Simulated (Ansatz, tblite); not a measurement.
Removing an electron: SnEt3(NMe2) (C8H21NSn). Total charge 0; singlet. Geometry: r2SCAN-D4/def2-SVP. Ansatz, gas phase; energy differences of separate SCF runs; the oxidised species was run as a doublet alone.

```
atom   x (Å)   y (Å)   z (Å)
 Sn1   0.016  -0.332   0.091
  C2   0.747  -1.898  -1.224
  C3   0.598  -1.519  -2.695
  H4   0.195  -2.824  -0.986
  H5   1.801  -2.094  -0.964
  H6   1.004  -2.297  -3.365
  H7  -0.460  -1.373  -2.972
  H8   1.120  -0.575  -2.923
  C9   0.344  -0.774   2.205
 C10  -0.265   0.274   3.134
 H11   1.434  -0.856   2.355
 H12  -0.074  -1.776   2.403
 H13  -0.091   0.034   4.197
 H14   0.160   1.275   2.954
 H15  -1.357   0.357   2.998
 C16  -2.074   0.113  -0.301
 C17  -2.963  -1.127  -0.223
 H18  -2.119   0.576  -1.301
 H19  -2.406   0.881   0.417
 H20  -4.020  -0.890  -0.434
 H21  -2.656  -1.899  -0.950
 H22  -2.932  -1.595   0.775
 N23   1.057   1.348  -0.522
 C24   0.537   2.659  -0.218
 C25   2.498   1.305  -0.498
 H26   0.834   3.047   0.786
 H27  -0.565   2.667  -0.262
 H28   0.895   3.406  -0.957
 H29   2.867   0.303  -0.779
 H30   2.927   2.021  -1.230
 H31   2.948   1.561   0.491
```

In the def2 sets Sn takes a core potential; there is no spin–orbit coupling. The xTB rows come from tblite.

```json
{"level": "GFN1-xTB", "−HOMO (eV)": "9.99", "vertical IE (eV)": "12.82", "−LUMO (eV)": "6.33", "HOMO–LUMO gap (eV)": "3.66"}
{"level": "GFN2-xTB", "−HOMO (eV)": "8.97", "vertical IE (eV)": "11.84", "−LUMO (eV)": "5.80", "HOMO–LUMO gap (eV)": "3.17"}
{"level": "PBE-D4/def2-TZVP", "−HOMO (eV)": "4.29", "vertical IE (eV)": "7.02", "−LUMO (eV)": "0.44", "HOMO–LUMO gap (eV)": "3.84"}
{"level": "revPBE-D4/def2-TZVP", "−HOMO (eV)": "4.23", "vertical IE (eV)": "7.07", "−LUMO (eV)": "0.31", "HOMO–LUMO gap (eV)": "3.92"}
{"level": "PBE0-D4/def2-TZVP", "−HOMO (eV)": "5.55", "vertical IE (eV)": "7.18", "−LUMO (eV)": "-0.40", "HOMO–LUMO gap (eV)": "5.95"}
```

Relaxing the oxidised species (r2SCAN-D4/def2-SVP) changes its energy by -0.33 eV at PBE-D4/def2-TZVP, so the adiabatic ionisation energy to this nearest minimum is 6.69 eV. At PBE0-D4/def2-TZVP it is 6.75 eV.   Raw xTB energy differences between charge states are shifted by several eV; the methods need an empirical correction for them.
